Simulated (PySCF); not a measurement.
ethoxymethyl(methyl)silane (C4H12OSi), SMILES C([SiH2]C)OCC.

The structure is a stationary point at B3LYP-D3(BJ)/def2-SVP. The values are those of a single conformer.

Two levels are set side by side: TDA-PBE/def2-SVPD (PySCF) and TDA-CAM-B3LYP/def2-SVPD (PySCF). Vertical, same geometry. The lowest singlet is HOMO→LUMO 98 % with PBE and HOMO→LUMO+1 78 % with the other functional; states are paired by order. Differences are taken from unrounded values.

| quantity | TDA-CAM-B3LYP |
|---|---|
| lowest singlet excitation (eV) | 6.65 |
| lowest triplet excitation (TDA) (eV) | 6.33 |

Question: What does TDA-PBE give, and how far is it from TDA-CAM-B3LYP? (An estimate is asked for; the answer gives what the named calculation found.)

Answer: 
```json
[
 {"quantity": "lowest singlet excitation (eV)", "TDA-PBE": "5.28", "TDA-PBE minus TDA-CAM-B3LYP": "-1.37"},
 {"quantity": "lowest triplet excitation (TDA) (eV)", "TDA-PBE": "5.16", "TDA-PBE minus TDA-CAM-B3LYP": "-1.17"}
]
```

Functionals without exact exchange tend to place singlet excitations lower, as here. Differences between two approximate levels are no errors against the true value.

Rough cost on one machine, each run with all the roots and properties that it gave: TDA-CAM-B3LYP against TDA-PBE about 5 times.
